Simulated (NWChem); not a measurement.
System: C2H4O3Si; SMILES O=C1C[Si@H](O)O1

Here is an NWChem input.

```
start job
memory heap 200 mb stack 900 mb global 1100 mb
geometry units angstroms noautosym nocenter noautoz
  O     -0.266673    -2.468368     0.292099
  C     -0.062770    -1.310739     0.067500
  C      1.225114    -0.459172     0.103924
  Si     0.063273     0.924981    -0.433477
  O     -0.281782     2.198600     0.551260
  O     -1.033923    -0.394879    -0.321142
  H      1.676448    -0.429356     1.099997
  H      1.974653    -0.824022    -0.604729
  H      0.158766     1.501838    -1.785606
  H     -0.470763     2.024016     1.484477
end
basis spherical
  * library 6-31g*
end
dft
  xc b3lyp
  iterations 150
end
property
  shielding
end
task dft property
```

Parts of the log:

```
             Northwest Computational Chemistry Package (NWChem) 7.3.0
             --------------------------------------------------------

                             Geometry "geometry" -> ""
                             -------------------------

 Output coordinates in angstroms (scale by  1.889725989 to convert to a.u.)

  No.       Tag          Charge          X              Y              Z
 ---- ---------------- ---------- -------------- -------------- --------------
    1 O                    8.0000    -0.26667300    -2.46836800     0.29209900
    2 C                    6.0000    -0.06277000    -1.31073900     0.06750000
    3 C                    6.0000     1.22511400    -0.45917200     0.10392400
    4 Si                  14.0000     0.06327300     0.92498100    -0.43347700
    5 O                    8.0000    -0.28178200     2.19860000     0.55126000
    6 O                    8.0000    -1.03392300    -0.39487900    -0.32114200
    7 H                    1.0000     1.67644800    -0.42935600     1.09999700
    8 H                    1.0000     1.97465300    -0.82402200    -0.60472900
    9 H                    1.0000     0.15876600     1.50183800    -1.78560600
   10 H                    1.0000    -0.47076300     2.02401600     1.48447700

 Effective nuclear repulsion energy (a.u.)     299.2035575016

                              NWChem Property Module
                              ----------------------

  itol2e modified to match energy
  convergence criterion.

                                 NWChem DFT Module
                                 -----------------

 Summary of "ao basis" -> "ao basis" (spherical)
 ------------------------------------------------------------------------------
       Tag                 Description            Shells   Functions and Types
 ---------------- ------------------------------  ------  ---------------------
 O                           6-31g*                  6       14   3s2p1d
 C                           6-31g*                  6       14   3s2p1d
 Si                          6-31g*                  8       18   4s3p1d
 H                           6-31g*                  2        2   2s

  itol2e modified to match energy
  convergence criterion.

            General Information
            -------------------
          SCF calculation type: DFT
          Wavefunction type:  closed shell.
          No. of atoms     :    10
          No. of electrons :    54
           Alpha electrons :    27
            Beta electrons :    27
          Charge           :     0
          Spin multiplicity:     1
          Use of symmetry is: off; symmetry adaption is: off
          Maximum number of iterations: 150
          AO basis - number of functions:    96
                     number of shells:    46
          Convergence on energy requested:  1.00D-07
          Convergence on density requested:  1.00D-05
          Convergence on gradient requested:  5.00D-04

              XC Information
              --------------
                         B3LYP Method XC Potential
                     Hartree-Fock (Exact) Exchange  0.200
                        Slater Exchange Functional  0.800 local
                    Becke 1988 Exchange Functional  0.720 non-local
              Lee-Yang-Parr Correlation Functional  0.810
                  VWN I RPA Correlation Functional  0.190 local

             Grid Information
             ----------------
          Grid used for XC integration:  fine
          Radial quadrature: Mura-Knowles
          Angular quadrature: Lebedev.
          Tag              B.-S. Rad. Rad. Pts. Rad. Cut. Ang. Pts.
          ---              ---------- --------- --------- ---------
          O                   0.60       70          11.0       590
          C                   0.70       70          10.0       590
          Si                  1.10      123           8.0       770
          H                   0.35       60          11.0       590
          Grid pruning is: on
          Number of quadrature shells:   713
          Spatial weights used:  Erf1

      Superposition of Atomic Density Guess
      -------------------------------------

 Sum of atomic energies:        -590.39380267

      Non-variational initial energy
      ------------------------------

 Total energy =    -593.051897
 1-e energy   =   -1408.172868
 2-e energy   =     515.917413
 HOMO         =      -0.341528
 LUMO         =       0.038708

   convergence    iter        energy       DeltaE   RMS-Dens  Diis-err
 ---------------- ----- ----------------- --------- --------- ---------
 d= 0,ls=0.0,diis     1   -593.6611432619 -8.93D+02  2.06D-02  1.62D+00
 d= 0,ls=0.0,diis     2   -593.2779555884  3.83D-01  1.36D-02  5.92D+00
 d= 0,ls=0.0,diis     3   -593.8340636293 -5.56D-01  3.46D-03  1.43D-01
 d= 0,ls=0.0,diis     4   -593.8399438141 -5.88D-03  1.66D-03  8.65D-02
 d= 0,ls=0.0,diis     5   -593.8479640061 -8.02D-03  3.57D-04  1.94D-03
  Resetting Diis
 d= 0,ls=0.0,diis     6   -593.8481470082 -1.83D-04  1.06D-04  2.11D-04
 d= 0,ls=0.0,diis     7   -593.8481701740 -2.32D-05  5.01D-05  1.31D-05
 d= 0,ls=0.0,diis     8   -593.8481677576  2.42D-06  3.16D-05  3.91D-05
 d= 0,ls=0.0,diis     9   -593.8481714240 -3.67D-06  4.60D-06  4.90D-07
 d= 0,ls=0.0,diis    10   -593.8481714667 -4.27D-08  1.57D-06  4.46D-08

         Total DFT energy =     -593.848171466712
      One electron energy =    -1411.784377701587
           Coulomb energy =      577.901911679973
    Exchange-Corr. energy =      -59.169262946708
 Nuclear repulsion energy =      299.203557501610

 Numeric. integr. density =       54.000003403114

                       DFT Final Molecular Orbital Analysis
                       ------------------------------------

 Vector   25  Occ=2.000000D+00  E=-3.272800D-01
              MO Center= -2.1D-01, -4.4D-01,  1.3D-02, r^2= 3.3D+00
   Bfn.  Coefficient  Atom+Function         Bfn.  Coefficient  Atom+Function
  ----- ------------  ---------------      ----- ------------  ---------------
    77      0.342449   6 O  px                5      0.282228   1 O  pz
    81      0.243254   6 O  px               79     -0.237481   6 O  pz
    31      0.195482   3 C  px                9      0.191473   1 O  pz
    83     -0.181511   6 O  pz               34     -0.180486   3 C  s
    32     -0.174491   3 C  py               63      0.160617   5 O  px

 Vector   26  Occ=2.000000D+00  E=-3.200567D-01
              MO Center= -2.8D-01, -5.3D-01, -1.7D-01, r^2= 3.4D+00
   Bfn.  Coefficient  Atom+Function         Bfn.  Coefficient  Atom+Function
  ----- ------------  ---------------      ----- ------------  ---------------
    79      0.372896   6 O  pz               83      0.280590   6 O  pz
     5     -0.272533   1 O  pz                9     -0.190275   1 O  pz
    94      0.182128   9 H  s                63      0.170553   5 O  px
    34     -0.166914   3 C  s                77      0.166566   6 O  px
    31      0.157271   3 C  px               32     -0.140854   3 C  py

[...]

          -----------------------------------------
          Chemical Shielding Tensors (GIAO, in ppm)
          -----------------------------------------

                                NWChem CPHF Module
                                ------------------

  scftype          =     RHF
  nclosed          =       27
  nopen            =        0
  variables        =     1863
  # of vectors     =        3
  tolerance        = 0.10D-03
  level shift      = 0.00D+00
  max iterations   =       50
  max subspace     =       30

 SCF residual:    9.2970094058609547E-005

Iterative solution of linear equations
  No. of variables     1863
  No. of equations        3
  Maximum subspace       30
        Iterations       50
       Convergence  1.0D-04

   iter   nsub   residual    time
   ----  ------  --------  ---------
     1      3    6.09D-01      38.8
     2      6    7.51D-02      42.2
     3      9    2.92D-03      45.7
     4     12    1.78D-04      49.1
     5     15    4.68D-06      52.5

      Atom:    1  O
        Diamagnetic
    390.7884      3.3368     -1.6428
      3.3368    418.2103     -4.3488
     -1.6428     -4.3488    396.1785

        Paramagnetic
   -589.3375     34.7695    -93.6116
     34.7695   -699.7315    146.4253
    -93.6116    146.4253   -188.3678

        Total Shielding Tensor
   -198.5491     38.1064    -95.2544
     38.1064   -281.5212    142.0765
    -95.2544    142.0765    207.8106

           isotropic =     -90.7532
          anisotropy =    -384.9028

          Principal Components and Axis System
                 1           2           3
             -347.3551    260.9402   -185.8448

      1        -0.4081     -0.1782      0.8954
      2         0.8652      0.2376      0.4416
      3        -0.2914      0.9549      0.0573

      Atom:    2  C
        Diamagnetic
    253.5917      2.6004      3.3350
      2.6004    264.4685     -6.6084
      3.3350     -6.6084    234.3074

        Paramagnetic
   -301.9021     25.6697    -35.0289
     25.6697   -190.4427     15.2504
    -35.0289     15.2504   -159.5086

        Total Shielding Tensor
    -48.3103     28.2700    -31.6939
     28.2700     74.0257      8.6419
    -31.6939      8.6419     74.7987

           isotropic =      33.5047
          anisotropy =      74.8979

          Principal Components and Axis System
                 1           2           3
               83.4367     79.4535    -62.3760

      1        -0.1067      0.2958      0.9493
      2         0.4795      0.8517     -0.2115
      3         0.8711     -0.4326      0.2327

      Atom:    3  C
        Diamagnetic
    257.7873     -2.0594      2.8899
     -2.0594    255.6307     -2.6356
      2.8899     -2.6356    245.6023

        Paramagnetic
    -83.1308     13.5644      4.7896
     13.5644    -80.0918     -9.1904
      4.7896     -9.1904   -119.0813

        Total Shielding Tensor
    174.6565     11.5050      7.6795
     11.5050    175.5389    -11.8260
      7.6795    -11.8260    126.5210

           isotropic =     158.9055
          anisotropy =      41.8521

          Principal Components and Axis System
                 1           2           3
              186.8069    168.0651    121.8445

      1         0.6656      0.7210     -0.1925
      2         0.7438     -0.6198      0.2502
      3        -0.0611      0.3097      0.9489

      Atom:    4  Si
        Diamagnetic
    880.6942      0.9700     -0.3079
      0.9700    886.4634      1.3523
     -0.3079      1.3523    877.7244

        Paramagnetic
   -486.8258    -15.7768     -6.3888
    -15.7768   -484.8022     22.5143
     -6.3888     22.5143   -415.0596

        Total Shielding Tensor
    393.8684    -14.8068     -6.6968
    -14.8068    401.6612     23.8666
     -6.6968     23.8666    462.6648

           isotropic =     419.3981
          anisotropy =      79.6702

          Principal Components and Axis System
                 1           2           3
              472.5116    404.5505    381.1322

      1        -0.1436      0.6807      0.7183
      2         0.3427     -0.6467      0.6814
      3         0.9284      0.3440     -0.1405

      Atom:    5  O
        Diamagnetic
    377.6618     -4.2098     -6.6051
     -4.2098    395.5588     11.4913
     -6.6051     11.4913    400.2096

        Paramagnetic
    -98.7420     14.5175    -14.8070
     14.5175   -133.4233      5.4725
    -14.8070      5.4725   -113.1702

        Total Shielding Tensor
    278.9199     10.3077    -21.4121
     10.3077    262.1355     16.9638
    -21.4121     16.9638    287.0393

           isotropic =     276.0316
          anisotropy =      44.8699

          Principal Components and Axis System
                 1           2           3
              305.9449    279.5871    242.5628

      1        -0.5688      0.6543      0.4983
      2         0.1772      0.6891     -0.7026
      3         0.8032      0.3114      0.5079

      Atom:    6  O
        Diamagnetic
    394.0391     -1.3562      3.0830
     -1.3562    411.0669     -7.4538
      3.0830     -7.4538    381.6558

        Paramagnetic
   -271.2212    -75.0679      6.8860
    -75.0679   -537.0574     62.2946
      6.8860     62.2946   -303.5214

        Total Shielding Tensor
    122.8179    -76.4241      9.9690
    -76.4241   -125.9905     54.8408
      9.9690     54.8408     78.1343

           isotropic =      24.9872
          anisotropy =    -278.2248

          Principal Components and Axis System
                 1           2           3
             -160.4959    144.9207     90.5370

      1         0.2611      0.9530      0.1536
      2         0.9384     -0.2879      0.1913
      3        -0.2266     -0.0942      0.9694

      Atom:    7  H
        Diamagnetic
     28.9858     -0.4548      9.0410
     -0.4548     24.1213     -0.3546
      9.0410     -0.3546     34.4534

        Paramagnetic
      2.2841      0.2273     -5.4854
      0.2273      4.5963      0.0103
     -5.4854      0.0103     -4.1906

        Total Shielding Tensor
     31.2699     -0.2275      3.5557
     -0.2275     28.7176     -0.3443
      3.5557     -0.3443     30.2628

           isotropic =      30.0834
          anisotropy =       6.4529

          Principal Components and Axis System
                 1           2           3
               34.3854     28.6977     27.1672

      1         0.7525      0.1002     -0.6509
      2        -0.0700      0.9949      0.0723
      3         0.6549     -0.0089      0.7557

      Atom:    8  H
        Diamagnetic
     35.0855     -4.6855     -7.6416
     -4.6855     25.5031      2.5808
     -7.6416      2.5808     26.8836

        Paramagnetic
     -2.0548      3.2106      5.3967
      3.2106      3.4444     -2.1943
      5.3967     -2.1943      0.9769

        Total Shielding Tensor
     33.0307     -1.4749     -2.2449
     -1.4749     28.9475      0.3865
     -2.2449      0.3865     27.8604

           isotropic =      29.9462
          anisotropy =       6.5300

          Principal Components and Axis System
                 1           2           3
               34.2996     28.5321     27.0070

      1         0.9032      0.2207      0.3681
      2        -0.2728      0.9573      0.0955
      3        -0.3313     -0.1867      0.9249

      Atom:    9  H
        Diamagnetic
     23.7846      0.5141     -1.2891
      0.5141     27.7496     -6.1834
     -1.2891     -6.1834     36.8524

        Paramagnetic
     -0.6326     -0.7966      0.5824
     -0.7966     -2.3216      4.0958
      0.5824      4.0958     -5.1738

        Total Shielding Tensor
     23.1519     -0.2826     -0.7067
     -0.2826     25.4280     -2.0876
     -0.7067     -2.0876     31.6786

           isotropic =      26.7529
          anisotropy =       8.3960

          Principal Components and Axis System
                 1           2           3
               32.3502     24.9195     22.9889

      1        -0.0647     -0.2533      0.9652
      2        -0.2857      0.9314      0.2253
      3         0.9561      0.2612      0.1326

      Atom:   10  H
        Diamagnetic
     17.6009     -0.5556     -5.9306
     -0.5556     21.4622      1.0381
     -5.9306      1.0381     43.5449

        Paramagnetic
      6.2906      0.2217      1.6827
      0.2217      4.4354     -0.0707
      1.6827     -0.0707     -3.3079

        Total Shielding Tensor
     23.8915     -0.3339     -4.2479
     -0.3339     25.8976      0.9674
     -4.2479      0.9674     40.2370

           isotropic =      30.0087
          anisotropy =      17.0004

          Principal Components and Axis System
                 1           2           3
               41.3423     25.8333     22.8505

      1        -0.2372     -0.0152      0.9713
      2         0.0658      0.9973      0.0316
      3         0.9692     -0.0715      0.2356
```

Level: B3LYP/6-31G* (spherical d), GIAO. Geometry: optimised at B3LYP/6-31G* (spherical d). The printed shielding anisotropy is the first printed principal value minus the mean of the other two.
